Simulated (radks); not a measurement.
Results of a calculation; reference values are marked as such.
Charge is removed step by step from the 1s down level of B3+, starting from 1s(up 1, down 1). Code: a radial shooting solver on a logarithmic mesh with Libxc functionals. Model: scalar-relativistic Kohn-Sham, r2SCAN, spin-polarised, spherical densities, finite nucleus; meta-GGA in the generalised Kohn-Sham scheme; Fermi nuclear charge, rms radius 2.406 fm.

removed (e)  E - E(0) (eV)  eigenvalue (eV)
0                    0.000          -234.41
0.1                 23.724          -240.07
0.2                 48.010          -245.64
0.3                 72.849          -251.10
0.4                 98.225          -256.39
0.5                 124.12          -261.45
0.6                 150.50          -266.16
0.7                 177.33          -270.36
0.8                 204.55          -273.74
0.9                 232.04          -275.72

The mean slope of the eigenvalue, de/dn, is 45.9 eV per electron.
